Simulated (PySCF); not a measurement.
# Frontier orbitals and the lowest excitations

C₅H₁₀OSi.
Cartesian coordinates in Å at the GFN2-xTB level; atoms count from 1:
```
atom  x, y, z in Å
C1    -3.039   -0.385   -1.310
C2    -1.737   -0.326   -1.047
C3    -1.194    0.105    0.218
C4     0.118    0.168    0.494
C5     0.658    0.620    1.814
O6     1.024   -0.189   -0.442
Si7    2.640   -0.263   -0.534
H8    -3.414   -0.712   -2.264
H9    -3.774   -0.104   -0.574
H10   -1.011   -0.611   -1.796
H11   -1.898    0.396    0.983
H12    1.305    1.485    1.672
H13    1.257   -0.174    2.260
H14   -0.148    0.882    2.492
H15    3.244    1.056   -0.330
H16    3.185   -1.185    0.467
H17    2.777   -0.751   -1.896
```

Method: TDDFT wB97X-D/def2-SVPD, vertical, gas phase, core orbitals frozen in the response in PySCF.

Kohn–Sham orbitals with the atoms that hold most of them (Löwdin shares over 4%, at most four atoms; ? is withheld):

```tsv
orbital	ε (eV)	atoms
LUMO+2	2.11	Si7 55%, H16 10%, H15 10%, H17 8%
LUMO+1	1.82	Si7 36%, H15 10%, H16 10%, H17 9%
LUMO	1.32	?
HOMO	?	C3 22%, C1 21%, C4 20%, C2 13%
HOMO-1	-10.54	?
HOMO-2	-10.86	O6 35%, Si7 13%, H17 9%, C5 8%
HOMO-3	-11.72	C2 20%, C1 16%, C3 13%, H10 10%
```

(1) Which atoms hold the HOMO-1, and with what shares?

(2) Give the leading atoms of the LUMO.

(3) What is the HOMO energy, and the HOMO–LUMO gap?

## Answers

(1) C2 (bonded to 2 C and H) 29%; C1 (bonded to C and 2 H) 20%; C3 (bonded to 2 C and H) 17%; O6 (bonded to C and Si) 12%. By element: carbon 65% or more, oxygen 12%.

(2) C1 (bonded to C and 2 H) 24%; C4 (bonded to 2 C and O) 21%; C2 (bonded to 2 C and H) 18%; C3 (bonded to 2 C and H) 11%.

(3) ε(HOMO) = -7.71 eV; the gap is 9.03 eV (0.3319 hartree).

**Question.** How does S1 compare with the orbital gap of 9.03 eV?

**Answer.** S1 is at 5.45 eV (f = 0.828), 3.58 eV below the gap, made of HOMO→LUMO (97%). 

**Question.** Give energy, strength and leading configuration of S1, S2 and S8, and follow the Löwdin shares of the leading atoms from the occupied to the empty orbital.

**Answer.** 
- S1 (5.45 eV, f 0.828), HOMO→LUMO (97%): C3 22% → 11%, C1 21% → 24%, C4 20% → 21%
- S2 (5.81 eV, f 0.0000), HOMO→LUMO+1 (86%): C3 22% → at most 10%, C1 21% → at most 10%, Si7 at most 14% → 36%, H15 at most 14% → 10%
- S8 (7.45 eV, f 0.0019), HOMO-2→LUMO (76%): O6 35% → at most 12%, Si7 13% → at most 12%, C1 at most 9% → 24%, C4 at most 9% → 21%

Löwdin shares depend on the basis, the more so with diffuse functions.

One conformer stands for the species.
